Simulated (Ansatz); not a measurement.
BH₂F₃ (charge +1): a saddle search.

The input file, in.yaml:

```yaml
crystal:
  periodic: [false, false, false]
  atoms:
    - {symbol: B, position_ang: [-0.178300, -0.129900, -0.287800]}
    - {symbol: F, position_ang: [0.393100, -0.539300, 1.155500]}
    - {symbol: F, position_ang: [0.487500, -0.845300, -1.177000]}
    - {symbol: F, position_ang: [-1.493300, -0.241800, -0.221200]}
    - {symbol: H, position_ang: [0.572300, 0.646100, 0.778900]}
    - {symbol: H, position_ang: [0.218800, 1.110200, -0.248400]}
basis:
  gaussian: {orbitals: def2-SVP}
total_charge: 1
hamiltonian: {xc: pbe0, dispersion: d4}
saddle:
  max_steps: 30
  mode_guess:
    - [-0.0824, 0.3204, -0.3731]
    - [0.1672, 0.3308, 0.1376]
    - [0.0022, -0.0529, -0.0116]
    - [-0.0339, -0.0419, 0.0058]
    - [0.0946, -0.4837, 0.5015]
    - [-0.1477, -0.0728, -0.2601]
```

Launched with

```bash
ansatz run in.yaml --threads 2 --pin off --events-out ev --progress --plain --max-ram 4352MiB
```

The run's output (Ansatz 0.2.0):

```
Functional definition: PBE0
  name "PBE0"
  cite "Adamo & Barone, J. Chem. Phys. 110, 6158 (1999) doi:10.1063/1.478522"
  cite "Perdew, Burke & Ernzerhof, Phys. Rev. Lett. 77, 3865 (1996) doi:10.1103/PhysRevLett.77.3865"
  parent pbe
  parameter a = 0.25
  parameter kappa = 0.804
  parameter beta = 0.06672455060314922
  exchange = (1 - a)*pbe_x(kappa = kappa, mu = beta*pi^2/3) + a*exact_x
  correlation = pbe_c(beta = beta)
695 factors; integrals over basis functions are off by at most 3.4e-4 eV
mean field evaluation 1: about -8823.1961 eV, gradient 7.2e1 eV
mean field evaluation 2: about -8823.2473 eV, gradient 7.2e1 eV
mean field evaluation 4: about -8831.5154 eV, gradient 1.7e1 eV
mean field evaluation 8: about -8832.2078 eV, gradient 9.5e-1 eV
mean field evaluation 16: about -8832.2174 eV, gradient 1.3e-4 eV
mean field evaluation 32: about -8692.9269 eV, gradient 2.2e2 eV
mean field evaluation 64: about -8831.3239 eV, gradient 9.9e-1 eV
mean field -8832.21742891 eV, -324.5780038203 hartree, gradient 6.9e-6 eV, S^2 0.750000; 8 other end points of the search recorded, 0 dependent functions left out
the calculation of the forces begins
reference -8832.21744717 eV, -324.5780044916 hartree; 17, 16 occupied and 49, 50 virtual orbitals, 695 factors
these checks for a lower state are left out or cut short: stability, starts, cluster_reference, orbital_swaps, neighbouring_geometries, increment
695 factors; integrals over basis functions are off by at most 3.4e-4 eV
mean field -8832.23090231 eV, -324.5784989586 hartree, gradient 3.0e-6 eV, S^2 0.750000; 0 other end points of the search recorded, 0 dependent functions left out
the calculation of the forces begins
reference -8832.23092056 eV, -324.5784996296 hartree; 17, 16 occupied and 49, 50 virtual orbitals, 695 factors
these checks for a lower state are left out or cut short: stability, starts, cluster_reference, orbital_swaps, neighbouring_geometries, increment
695 factors; integrals over basis functions are off by at most 3.4e-4 eV
mean field -8832.27272310 eV, -324.5800358446 hartree, gradient 2.0e-6 eV, S^2 0.750000; 0 other end points of the search recorded, 0 dependent functions left out
the calculation of the forces begins
reference -8832.27274140 eV, -324.5800365169 hartree; 17, 16 occupied and 49, 50 virtual orbitals, 695 factors
saddle step   1: F+E_penalty+E_count = -8832.25646445 eV  max|allowed force component| = 5.703e0 eV/Å  curvature = -17.1117 eV/Å²  mode residual = 3.68e0 eV/Å²  Δτ_max = 0.0000 Å  (1 rotations, 3 force calls, 236 SCF iters)  cluster: 3 rotations left out, max|force component along them| = 7.262e-8 eV/Å
saddle step   2: F+E_penalty+E_count = -8832.22291184 eV  max|allowed force component| = 5.217e0 eV/Å  curvature = -5.4518 eV/Å²  mode residual = 5.87e0 eV/Å²  Δτ_max = 0.2000 Å  (1 rotations, 3 force calls, 107 SCF iters)  cluster: 3 rotations left out, max|force component along them| = 3.237e-7 eV/Å
saddle step   3: F+E_penalty+E_count = -8832.71754128 eV  max|allowed force component| = 3.461e0 eV/Å  curvature = -12.6481 eV/Å²  mode residual = 7.51e0 eV/Å²  Δτ_max = 0.1207 Å  (1 rotations, 3 force calls, 90 SCF iters)  cluster: 3 rotations left out, max|force component along them| = 4.844e-7 eV/Å
saddle step   4: F+E_penalty+E_count = -8832.71825371 eV  max|allowed force component| = 2.166e0 eV/Å  curvature = -8.1030 eV/Å²  mode residual = 8.52e0 eV/Å²  Δτ_max = 0.1812 Å  (1 rotations, 3 force calls, 97 SCF iters)  cluster: 3 rotations left out, max|force component along them| = 6.659e-7 eV/Å
saddle step   5: F+E_penalty+E_count = -8832.79101019 eV  max|allowed force component| = 1.623e0 eV/Å  curvature = -21.0233 eV/Å²  mode residual = 1.54e1 eV/Å²  Δτ_max = 0.1787 Å  (1 rotations, 3 force calls, 171 SCF iters)  cluster: 3 rotations left out, max|force component along them| = 3.472e-7 eV/Å
saddle step   6: F+E_penalty+E_count = -8832.96157162 eV  max|allowed force component| = 1.729e0 eV/Å  curvature = -11.1767 eV/Å²  mode residual = 9.80e0 eV/Å²  Δτ_max = 0.1800 Å  (1 rotations, 3 force calls, 151 SCF iters)  cluster: 3 rotations left out, max|force component along them| = 2.323e-7 eV/Å
saddle step   7: F+E_penalty+E_count = -8832.98140902 eV  max|allowed force component| = 8.772e-1 eV/Å  curvature = -12.5409 eV/Å²  mode residual = 5.15e0 eV/Å²  Δτ_max = 0.0697 Å  (1 rotations, 3 force calls, 136 SCF iters)  cluster: 3 rotations left out, max|force component along them| = 3.539e-7 eV/Å
saddle step   8: F+E_penalty+E_count = -8833.00097985 eV  max|allowed force component| = 7.068e-1 eV/Å  curvature = -8.2859 eV/Å²  mode residual = 2.97e0 eV/Å²  Δτ_max = 0.0431 Å  (1 rotations, 3 force calls, 121 SCF iters)  cluster: 3 rotations left out, max|force component along them| = 6.073e-7 eV/Å
saddle step   9: F+E_penalty+E_count = -8833.03559781 eV  max|allowed force component| = 1.149e0 eV/Å  curvature = +0.9607 eV/Å²  mode residual = 4.58e0 eV/Å²  Δτ_max = 0.2000 Å  (1 rotations, 4 force calls, 155 SCF iters)  cluster: 3 rotations left out, max|force component along them| = 3.931e-7 eV/Å
saddle step  10: F+E_penalty+E_count = -8833.09341300 eV  max|allowed force component| = 1.274e0 eV/Å  curvature = +2.9515 eV/Å²  mode residual = 4.17e0 eV/Å²  Δτ_max = 0.1245 Å  (1 rotations, 4 force calls, 138 SCF iters)  cluster: 3 rotations left out, max|force component along them| = 2.386e-7 eV/Å
WARN: saddle search: on two steps running the search has had no negative curvature along its mode to follow, on a curvature that misses the negative of saddle.curvature_tol by less than its residual: at step 10, +2.951 eV/Å² with a residual of 4.17e0 eV/Å² (extrapolated from the last rotation, not read by a force call). A negative curvature could lie within that residual, and the search be climbing where it has one to follow. Its rotation spent its cap of 1: raise saddle.rotation.max_rotations, or give a saddle.mode_guess nearer the mode
saddle step  11: F+E_penalty+E_count = -8833.12325161 eV  max|allowed force component| = 3.076e0 eV/Å  curvature = +4.3774 eV/Å²  mode residual = 8.38e0 eV/Å²  Δτ_max = 0.1941 Å  (1 rotations, 4 force calls, 129 SCF iters)  cluster: 3 rotations left out, max|force component along them| = 1.239e-7 eV/Å
saddle step  12: F+E_penalty+E_count = -8833.31166601 eV  max|allowed force component| = 1.023e0 eV/Å  curvature = +2.2646 eV/Å²  mode residual = 5.57e0 eV/Å²  Δτ_max = 0.0916 Å  (1 rotations, 4 force calls, 124 SCF iters)  cluster: 3 rotations left out, max|force component along them| = 9.023e-8 eV/Å
saddle step  13: F+E_penalty+E_count = -8833.41692928 eV  max|allowed force component| = 7.600e-1 eV/Å  curvature = +0.8926 eV/Å²  mode residual = 4.38e0 eV/Å²  Δτ_max = 0.1802 Å  (1 rotations, 4 force calls, 116 SCF iters)  cluster: 3 rotations left out, max|force component along them| = 2.250e-7 eV/Å
saddle step  14: F+E_penalty+E_count = -8833.47247169 eV  max|allowed force component| = 6.055e-1 eV/Å  curvature = +0.2716 eV/Å²  mode residual = 2.11e0 eV/Å²  Δτ_max = 0.1499 Å  (1 rotations, 4 force calls, 125 SCF iters)  cluster: 3 rotations left out, max|force component along them| = 2.703e-7 eV/Å
saddle step  15: F+E_penalty+E_count = -8833.50350180 eV  max|allowed force component| = 5.542e-1 eV/Å  curvature = +0.2875 eV/Å²  mode residual = 2.13e0 eV/Å²  Δτ_max = 0.0670 Å  (1 rotations, 4 force calls, 119 SCF iters)  cluster: 3 rotations left out, max|force component along them| = 1.814e-7 eV/Å
saddle step  16: F+E_penalty+E_count = -8833.52266309 eV  max|allowed force component| = 5.065e-1 eV/Å  curvature = +0.0867 eV/Å²  mode residual = 1.36e0 eV/Å²  Δτ_max = 0.0872 Å  (1 rotations, 4 force calls, 118 SCF iters)  cluster: 3 rotations left out, max|force component along them| = 9.644e-8 eV/Å
saddle step  17: F+E_penalty+E_count = -8833.54128733 eV  max|allowed force component| = 3.326e-1 eV/Å  curvature = +0.1916 eV/Å²  mode residual = 1.23e0 eV/Å²  Δτ_max = 0.0620 Å  (1 rotations, 4 force calls, 116 SCF iters)  cluster: 3 rotations left out, max|force component along them| = 2.038e-7 eV/Å
saddle step  18: F+E_penalty+E_count = -8833.55452657 eV  max|allowed force component| = 4.416e-1 eV/Å  curvature = +0.0530 eV/Å²  mode residual = 1.10e0 eV/Å²  Δτ_max = 0.0841 Å  (1 rotations, 4 force calls, 115 SCF iters)  cluster: 3 rotations left out, max|force component along them| = 7.884e-8 eV/Å
saddle step  19: F+E_penalty+E_count = -8833.57037979 eV  max|allowed force component| = 2.858e-1 eV/Å  curvature = +0.1385 eV/Å²  mode residual = 1.12e0 eV/Å²  Δτ_max = 0.0628 Å  (1 rotations, 4 force calls, 115 SCF iters)  cluster: 3 rotations left out, max|force component along them| = 6.073e-8 eV/Å
saddle step  20: F+E_penalty+E_count = -8833.58213490 eV  max|allowed force component| = 3.915e-1 eV/Å  curvature = +0.0178 eV/Å²  mode residual = 1.04e0 eV/Å²  Δτ_max = 0.0741 Å  (1 rotations, 4 force calls, 113 SCF iters)  cluster: 3 rotations left out, max|force component along them| = 7.132e-8 eV/Å
saddle step  21: F+E_penalty+E_count = -8833.59659449 eV  max|allowed force component| = 2.999e-1 eV/Å  curvature = +0.1115 eV/Å²  mode residual = 1.06e0 eV/Å²  Δτ_max = 0.0642 Å  (1 rotations, 4 force calls, 111 SCF iters)  cluster: 3 rotations left out, max|force component along them| = 1.297e-7 eV/Å
saddle step  22: F+E_penalty+E_count = -8833.60754313 eV  max|allowed force component| = 3.468e-1 eV/Å  curvature = +0.0091 eV/Å²  mode residual = 1.01e0 eV/Å²  Δτ_max = 0.0653 Å  (1 rotations, 4 force calls, 114 SCF iters)  cluster: 3 rotations left out, max|force component along them| = 1.337e-7 eV/Å
saddle step  23: F+E_penalty+E_count = -8833.62115848 eV  max|allowed force component| = 3.150e-1 eV/Å  curvature = +0.1036 eV/Å²  mode residual = 1.06e0 eV/Å²  Δτ_max = 0.0657 Å  (1 rotations, 4 force calls, 111 SCF iters)  cluster: 3 rotations left out, max|force component along them| = 1.645e-7 eV/Å
saddle step  24: F+E_penalty+E_count = -8833.63166496 eV  max|allowed force component| = 3.082e-1 eV/Å  curvature = +0.0115 eV/Å²  mode residual = 1.01e0 eV/Å²  Δτ_max = 0.0581 Å  (1 rotations, 4 force calls, 113 SCF iters)  cluster: 3 rotations left out, max|force component along them| = 1.365e-7 eV/Å
saddle step  25: F+E_penalty+E_count = -8833.64455722 eV  max|allowed force component| = 3.220e-1 eV/Å  curvature = +0.1010 eV/Å²  mode residual = 1.08e0 eV/Å²  Δτ_max = 0.0663 Å  (1 rotations, 4 force calls, 110 SCF iters)  cluster: 3 rotations left out, max|force component along them| = 1.511e-7 eV/Å
saddle step  26: F+E_penalty+E_count = -8833.65483304 eV  max|allowed force component| = 2.776e-1 eV/Å  curvature = -0.0019 eV/Å²  mode residual = 1.07e0 eV/Å²  Δτ_max = 0.0497 Å  (1 rotations, 4 force calls, 109 SCF iters)  cluster: 3 rotations left out, max|force component along them| = 1.049e-7 eV/Å
saddle step  27: F+E_penalty+E_count = -8833.66703520 eV  max|allowed force component| = 3.162e-1 eV/Å  curvature = +0.0753 eV/Å²  mode residual = 1.06e0 eV/Å²  Δτ_max = 0.0649 Å  (1 rotations, 4 force calls, 108 SCF iters)  cluster: 3 rotations left out, max|force component along them| = 1.592e-7 eV/Å
saddle step  28: F+E_penalty+E_count = -8833.67688594 eV  max|allowed force component| = 2.727e-1 eV/Å  curvature = -0.0555 eV/Å²  mode residual = 1.29e0 eV/Å²  Δτ_max = 0.0415 Å  (1 rotations, 3 force calls, 90 SCF iters)  cluster: 3 rotations left out, max|force component along them| = 4.796e-8 eV/Å
saddle step  29: F+E_penalty+E_count = -8833.68783227 eV  max|allowed force component| = 4.389e-1 eV/Å  curvature = +0.0064 eV/Å²  mode residual = 6.94e-1 eV/Å²  Δτ_max = 0.0732 Å  (1 rotations, 4 force calls, 113 SCF iters)  cluster: 3 rotations left out, max|force component along them| = 4.922e-8 eV/Å
saddle step  30: F+E_penalty+E_count = -8833.69929572 eV  max|allowed force component| = 2.166e-1 eV/Å  curvature = -0.0923 eV/Å²  mode residual = 3.96e-1 eV/Å²  Δτ_max = 0.0486 Å  (1 rotations, 3 force calls, 95 SCF iters)  cluster: 3 rotations left out, max|force component along them| = 5.182e-8 eV/Å
Error: the saddle search did not converge after 30 steps: max|allowed force component| = 2.17e-1 eV/Å (threshold 5.0e-2). At the last step the curvature along the mode is -0.092 eV/Å² (extrapolated from the last rotation, not read by a force call), negative, as on the way to a saddle point. To go on, set a larger `saddle.max_steps` (a set value also replaces the default of 250 for a search that goes on from a second negative curvature), or search again from the last step's geometry and mode. From 20 of its steps this search moved with no negative curvature along its mode to follow. A search started from a geometry of this one does not count those moves and, where it converges, warns only of its own. With `saddle.order_check` unset, a search from the last step can check the order less strictly than this one. `saddle.order_check: true` asks for the full check and warns where it cannot tell. Where this run's directory can be resumed (`checkpoint.write`), a resume goes on for up to `saddle.max_steps` more
F+E_penalty+E_count at the last step = -8833.69929572 eV
to start another search from the last step: its geometry and its mode (saddle.mode_guess, Cartesian), with saddle.order_check: true (the message says why):
  atoms:
    - { symbol: B, position_ang: [-0.43225250, -1.39476819, -0.18375005] }
    - { symbol: F, position_ang: [0.15067955, -1.36683763, 0.98072749] }
    - { symbol: F, position_ang: [0.19843948, -1.84399485, -1.23966218] }
    - { symbol: F, position_ang: [-1.63849355, -0.89553104, -0.32684415] }
    - { symbol: H, position_ang: [0.98601507, 2.58093607, 0.75311642] }
    - { symbol: H, position_ang: [0.73571195, 2.92019564, 0.01641247] }
  mode_guess:
    - [-0.00000708, 0.04369519, -0.04252222]
    - [0.21030440, 0.75038257, -0.16791357]
    - [-0.14484001, -0.36810292, 0.04274409]
    - [-0.11720325, -0.25174331, -0.10881846]
    - [-0.02767003, -0.24103767, 0.08503948]
    - [0.07941598, 0.06680613, 0.19147068]
  order_check: true


[the SCF lines of later steps are left out]
```

The lines “mean field evaluation” count trial sets of orbitals through the whole run, from several starts and some on an approximate energy, so they need not fall steadily or lie above the final value.

Hardware: 2 CPU threads of an Arm Neoverse V1, shared host. Wall time about 2.1 min.


The run did not converge within its limit. The charge typed is one more than that of the intended reaction, so any result belongs to that ion.